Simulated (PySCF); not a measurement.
C₂H₅FO₂Si, SMILES F[Si@H](CC=O)O. Atoms are numbered in the order given.

```xyz
11

O      1.3571    -0.9177    -1.3490
C      1.7576    -0.3126    -0.3761
C      0.9938    -0.2196     0.9162
Si    -0.8251     0.2005     0.5848
O     -1.3668    -0.8141    -0.5872
F     -0.8613     1.7531     0.0976
H      2.7383     0.2225    -0.4207
H      1.4777     0.4667     1.6270
H      0.9802    -1.2270     1.3731
H     -1.6778     0.0971     1.7854
H     -0.6472    -1.0965    -1.1822
```

Geometry: B3LYP-D3(BJ)/def2-SVP. The structure was generated by enumeration; whether it is a known compound was not checked. The values are those of a single conformer.

Calculation: PBE/def2-TZVP run with PySCF.

ESP charges are fitted to the potential on shells at 1.4 to 2.0 van der Waals radii. Atomic charges (e):

```
atom  Mulliken  ESP fit         IAO
----  --------  -------  ----------
O1       -0.28    -0.48  (withheld)
C2        0.10     0.60  (withheld)
C3       -0.31    -0.82       -0.65
Si4       0.60     0.89  (withheld)
O5       -0.46    -0.67       -0.78
F6       -0.29    -0.30       -0.52
H7        0.09     0.00  (withheld)
H8        0.12     0.22        0.17
H9        0.14     0.23        0.20
H10      -0.04    -0.11  (withheld)
H11       0.32     0.45        0.36
```

Complete the blanks. (The exact figures need the calculation; the answer reports its results.)


- O1, IAO: -0.38
- C2, IAO: 0.26
- Si4, IAO: 1.37
- H7, IAO: 0.11
- H10, IAO: -0.15

Computed Mayer and Wiberg (Löwdin basis) orders of the bonds:
```
bond     Mayer  Wiberg
-------  -----  ------
O1–C2     2.01    2.71
C2–C3     1.00    1.33
C3–Si4    0.91    1.04
Si4–O5    1.31    1.75
Si4–F6    1.13    1.71
C2–H7     0.94    0.87
C3–H8     0.92    0.84
C3–H9     0.89    0.80
Si4–H10   0.93    0.91
O5–H11    0.83    0.96
```
